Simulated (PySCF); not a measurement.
**Excitation energy of P⁺ by level of theory**

P⁺ [Ne] 3s2 3p2 (3P) → P⁺ [Ne] 3s1 3p2 3d1 (high-spin determinant), as a difference of total energies. Calculation: PySCF 2.14, in aug-cc-pV(T+d)Z with one added diffuse shell each of s, p, d, f type (7s6p5d3f, 71 functions); the non-relativistic Hamiltonian (point nucleus). Correlated levels: valence: [Ne] frozen. The calculations carry no spin-orbit coupling.

```csv
method,excitation energy (cm⁻¹)
UHF,130940
LDA,136940
PBE,135660
TPSSh,136490
PW91,135760
BP86,135800
MP2 (valence),139530
SCS-MP2 (valence),143760
```

A first-order spin-orbit estimate (lowest level to lowest level, LS coupling) adds 0.007 eV.

The promoted electron is Rydberg-like, and one or two diffuse shells describe it only roughly, which tends to raise the upper state.

The determinant of the upper state mixes LS terms, which raises its energy above the lowest term, most at the Hartree-Fock and MP2 levels.
